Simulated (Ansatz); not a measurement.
Born–Oppenheimer molecular dynamics of H₄OSn (6 atoms, charge 0, multiplicity 1). It starts at the highest image of a converged band. Of that band: Neighbouring images differ by up to 1.5 eV, so the band resolves the path poorly. A vibrational analysis at the climbing image gives one clearly imaginary mode, 1042i cm⁻¹: a first-order saddle point.

All numbers below come from RKS BLYP-D4/def2-SVP in Ansatz.

```yaml
ensemble: NVE (velocity Verlet)
time_step: 0.5 fs
steps_asked: 200
starting_velocities_drawn_for: 300 K
seed: 5303
```

First frame:

```xyz
6
Properties=species:S:1:pos:R:3
Sn -0.213 -0.013 0.347
H 0.973 -0.050 1.672
O 2.013 0.037 0.443
H 2.343 -0.890 0.402
H -0.586 1.379 -0.647
H -0.628 -1.415 -0.630
```

Question: How far do the bonds stretch over the last three quarters of this one trajectory? (Pairs bonded in most of those frames.)

Answer: 
```csv
bond,mean (Å),spread (Å),shortest,longest
Sn1–H5,1.825,0.009,1.81,1.84
Sn1–H6,1.823,0.027,1.78,1.88
H2–O3,1.058,0.152,0.82,1.26
O3–H4,0.988,0.024,0.95,1.03
```

Mean temperature of the second half: 1733 K. The conserved energy stayed within 4 meV per atom of its start (net change -1.2 meV per atom), so there is no drift, though single steps change it by up to 27 meV in the whole system, a sign of fast motions only just resolved. The kinetic energy rose, since the run started high on the potential surface and went downhill. It ends in pieces (H2O + H2Sn), so much of that is their flight and rotation, not heat. A run of 0.1 ps of so small a system gives no equilibrium averages. The orbitals stay closed-shell, which can raise the energy where a bond breaks towards radicals; this wasn't checked here.

Run time: 120 s on 1 thread of Intel(R) Xeon(R) 6975P-C (Granite Rapids) (shared host), peak memory 0.12 GiB.
